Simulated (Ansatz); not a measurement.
I4Ta (SMILES [I][Ta+]([I])([I])[I]), charge +1, singlet, at a GFN2-xTB geometry (such geometries of metal compounds can be far from the true shape) (the multiplicity is a formal guess) (core potentials on I, Ta); HF/def2-SV(P) (Ansatz, a first-principles code).

Here is a job for Ansatz.
Ansatz 0.2 input:
```yaml
crystal:
  periodic: [false, false, false]
  atoms:
    - {symbol: Ta, position_ang: [-0.00000000, 0.00000000, 0.00000000]}
    - {symbol: I, position_ang: [2.11003522, -0.60975355, -1.50846892]}
    - {symbol: I, position_ang: [0.78869445, 0.38742437, 2.51543036]}
    - {symbol: I, position_ang: [-1.14079482, 2.22296751, -0.92548858]}
    - {symbol: I, position_ang: [-1.75793485, -2.00063833, -0.08147287]}
basis:
  gaussian:
    orbitals: def2-SV_P_.json
hamiltonian:
  xc: hf
total_charge: 1
```
The basis file holds def2-SV(P) in the JSON format of the Basis Set Exchange.

### Question
What does Ansatz print? Leave out banner, timings and long lists.

### Answer

```
Functional definition: HF
1675 factors; integrals over basis functions are off by at most 1.4e-4 eV
mean field evaluation 1: about -33814.5606 eV, gradient 4.1e1 eV
mean field evaluation 2: about -33814.8467 eV, gradient 4.1e1 eV
mean field evaluation 4: about -33820.6338 eV, gradient 7.3e0 eV
mean field evaluation 8: about -33820.8348 eV, gradient 5.3e-1 eV
mean field evaluation 16: about -33807.6993 eV, gradient 4.2e1 eV
mean field evaluation 32: about -33813.3882 eV, gradient 3.6e0 eV
mean field -33820.84014008 eV, -1242.8929505593 hartree, gradient 5.3e-5 eV, S^2 0.000000; 0 other end points of the search recorded, 0 dependent functions left out
reference -33820.84014008 eV, -1242.8929505593 hartree; 56, 56 occupied and 73, 73 virtual orbitals, 1675 factors
Total energy: -33820.84014008 eV, -1242.8929505593 hartree
```
